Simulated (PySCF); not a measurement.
Si(Me)2(Cl)2 (C₂H₆Cl₂Si), SMILES C[Si](C)(Cl)Cl.

Geometry: TPSSh-D3(BJ)/def2-SVP. The isomer is the one that the SMILES or the coordinates give; other isomers of the formula were not compared.

All values below come from M06-2X/def2-TZVP (PySCF).

Symmetry labels are those of the subgroup C2v that the program uses (full group C2v).

**Question.** List the valence orbital energies around the gap with their symmetry. (An estimate is asked for; the answer gives what the named calculation found.)

**Answer.** 
```tsv
orbital	symmetry	energy (eV)
HOMO−7	A2	-13.11
HOMO−6	B1	-12.08
HOMO−5	A1	-11.93
HOMO−4	B2	-11.64
HOMO−3	A1	-10.64
HOMO−2	A2	-10.61
HOMO−1	B1	-10.28
HOMO	B2	-9.88
LUMO	A1	1.47
LUMO+1	A1	1.72
LUMO+2	B1	2.04
LUMO+3	B2	2.31
```
